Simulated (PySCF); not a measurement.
**Cl⁶⁺ (chlorine, charge +6) across methods**

[Ne] 3s1, 2S determinant. Computed with PySCF 2.14 in an uncontracted even-tempered set (19 s from 0.19 bohr⁻², ratio 2.5; 12 p from 0.24 bohr⁻², ratio 2.5; 5 d from 1.2 bohr⁻², ratio 2.7; 5 f from 1.8 bohr⁻², ratio 2.7), with the spin-free X2C one-electron Hamiltonian (Gaussian nucleus).

| method | E (hartree) | mean ε 2p α (eV) | mean ε 2p β (eV) | mean ε 3s α (eV) | Σ⟨r²⟩ (bohr²) | ⟨S²⟩ |
| --- | --- | --- | --- | --- | --- | --- |
| UHF | -450.33240 | -326.79 | -326.08 | -113.73 | 3.527 | 0.750 |
| r2SCAN | -450.7547 | -302.26 | -301.77 | -107.62 | 3.519 | 0.750 |
| BLYP | -450.8032 | -299.41 | -298.94 | -107.43 | 3.508 | 0.750 |
| LDA | -449.2448 | -299.27 | -298.76 | -107.37 | 3.515 | 0.750 |
| PBE0 | -450.6288 | -306.58 | -306.01 | -109.02 | 3.515 | 0.750 |
| PBE | -450.5905 | -299.37 | -298.83 | -107.26 | 3.514 | 0.750 |
